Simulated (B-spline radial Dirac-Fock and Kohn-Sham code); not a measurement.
# Subshell photoionisation cross sections of Re⁶⁺ against photon energy

System: the Re⁶⁺ ion, configuration [Xe] 4f14 5d1.

Input file task.json (cfg lists n, l and occupation; rrms is the nuclear radius in fm):

```json
{"items": [{
  "Z": 75,
  "q": 6,
  "cfg": [[1, 0, 2], [2, 0, 2], [2, 1, 6], [3, 0, 2], [3, 1, 6], [3, 2, 10], [4, 0, 2], [4, 1, 6], [4, 2, 10], [4, 3, 14], [5, 0, 2], [5, 1, 6], [5, 2, 1]],
  "A": 187,
  "rrms": 5.3698,
  "do": ["binding", "quiet", "photo"],
  "hv": [65.8, 77.3, 87.2, 105.0, 114.0, 116.0, 174.0, 286.0, 340.0, 426.0, 483.0, 866.0, 3780.0, 7520.0, 7630.0, 9000.0, 18500.0, 18800.0, 21100.0, 23400.0, 43400.0, 48000.0, 51100.0, 76700.0]
}]}
```

Command: `python xray_run.py task.json out`

Level of theory: independent-particle photoionisation in a Dirac-Hartree-Slater potential with a Latter tail, all multipoles, thresholds from Dirac-Fock ΔSCF; a radial finite-basis atomic code. Values are in kb; a dash marks an energy below the computed threshold.

```
hν (eV)    4p1/2     4d3/2     4d5/2     4f7/2     5p3/2
    174        –         –         –      3470       195
    286        –         –         –      3150       116
    340        –         –         –      2670      95.9
    426        –       181       318      1940      74.4
    483        –       221       375      1560      64.0
    866     46.9       208       315       414      29.7
   3780     7.38      11.9      16.4      3.19      2.47
   7520     1.93      1.69      2.23     0.203     0.564
   7630     1.87      1.61      2.13     0.191     0.546
   9000     1.31     0.967      1.26    0.0950     0.371
  18500    0.241    0.0870     0.108   0.00387    0.0601
  18800    0.232    0.0822     0.102   0.00359    0.0576
  21100    0.173    0.0546    0.0673   0.00211    0.0421
  23400    0.132    0.0377    0.0461   0.00131    0.0317
  43400   0.0249   0.00381   0.00442  7.09e-05   0.00531
  48000   0.0188   0.00260   0.00298  4.38e-05   0.00392
  51100   0.0157   0.00205   0.00233  3.25e-05   0.00324
  76700  0.00486  0.000430  0.000470  4.64e-06  0.000922
```

At 76700 eV the multipoles beyond E1 give 24.9 % of 4p1/2, 45.1 % of 4d3/2, 47.1 % of 4d5/2, 62.7 % of 4f7/2, 27.1 % of 5p3/2.

Run: 7.2 s of CPU time on 1 thread of Neoverse-N1 (shared host), peak memory 0.42 GiB.
